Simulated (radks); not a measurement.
The numbers below are computed, except where a source is named.
Neutral ruthenium inside a hard spherical wall (all orbitals vanish at R), configuration held at [Kr] 4d7 5s1 and not refilled when levels cross. Level of theory: scalar-relativistic Kohn-Sham, r2SCAN, spin-polarised, spherical densities, finite nucleus; open shells are filled with parallel spins first (spin-orbit coupling, left out, can overturn this in heavy ions); meta-GGA in the generalised Kohn-Sham scheme; Fermi nuclear charge, rms radius 4.4809 fm (a radial shooting solver on a logarithmic mesh with Libxc functionals). Eigenvalues in eV for spin up, with the zero of energy where the potential of the charges vanishes at infinity; a dash marks a level that is unbound or too diffuse for the functional's potential to be trusted. A positive occupied level is held by the wall or, in an anion where self-interaction has pushed it up, behind a barrier. The pressure on the wall is -dE/dV.

| R (bohr) | E (hartree) | kinetic (hartree) | e(4s) | e(4p) | e(4d) | e(5s) | e(5p, empty) | e(6s, empty) | pressure (GPa) |
|---|---|---|---|---|---|---|---|---|---|
| free | -4531.39370 | 4685.947 | -79.366 | -48.739 | -6.282 | -5.029 | -0.925 | - | 0 |
| 15 | -4531.39370 | 4685.947 | -79.366 | -48.739 | -6.282 | -5.029 | -0.920 | 1.061 | < 0.0001 |
| 12 | -4531.39368 | 4685.947 | -79.363 | -48.736 | -6.279 | -5.027 | -0.893 | 1.858 | 0.000448 |
| 10 | -4531.39345 | 4685.950 | -79.343 | -48.716 | -6.261 | -5.012 | -0.807 | 3.040 | 0.00695 |
| 8 | -4531.39102 | 4685.970 | -79.209 | -48.583 | -6.140 | -4.895 | -0.438 | 5.842 | 0.117 |
| 7 | -4531.38495 | 4686.011 | -78.974 | -48.350 | -5.932 | -4.664 | 0.099 | 8.829 | 0.504 |
| 6 | -4531.36484 | 4686.127 | -78.408 | -47.792 | -5.437 | -4.036 | 1.297 | 14.329 | 2.28 |
| 4 | -4531.01858 | 4687.666 | -73.536 | -43.108 | -1.067 | 3.190 | 11.886 | 50.475 | 77.0 |
| 3 | -4529.67587 | 4692.888 | -64.181 | -34.183 | 8.602 | 23.533 | 37.642 | 119.63 | 750 |
| 2.5 | -4527.15288 | 4702.381 | -53.422 | -23.455 | 21.457 | 54.222 | 73.517 | 203.62 | 3090 |
| 1.5 | -4487.25206 | 4829.061 | 39.398 | 78.036 | 141.59 | 361.10 | 396.70 | 851.21 | 129000 |
